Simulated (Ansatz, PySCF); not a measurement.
Homolysis of single bonds, series allyl-X. Isolated molecules, 0 K electronic values unless said otherwise. One relaxed conformer stands for each flexible species; it need not be the lowest. Strings in code marks are SMILES.

Quantity: electronic energy of isomers of C4H5N relative to `C=CCC#N`, in kJ/mol.

Level 1: frozen-core MP2/cc-pVTZ // PBE0-D4/def2-TZVP (Ansatz, a quantum-chemistry and plane-wave program)
Level 2: M06-2X/6-31G* // PBE0-D4/def2-TZVP (PySCF)
Level 3: PBE/6-31G* // PBE0-D4/def2-TZVP (PySCF)
Level 4: SVWN5/6-31G* // PBE0-D4/def2-TZVP (PySCF)

```
species          level 2  level 3  level 4
---------------  -------  -------  -------
`[C-]#[N+]CC=C`     89.3    100.5     98.3
```

Task: What does level 1 give for each?

Result: 
- `[C-]#[N+]CC=C`: 105.8
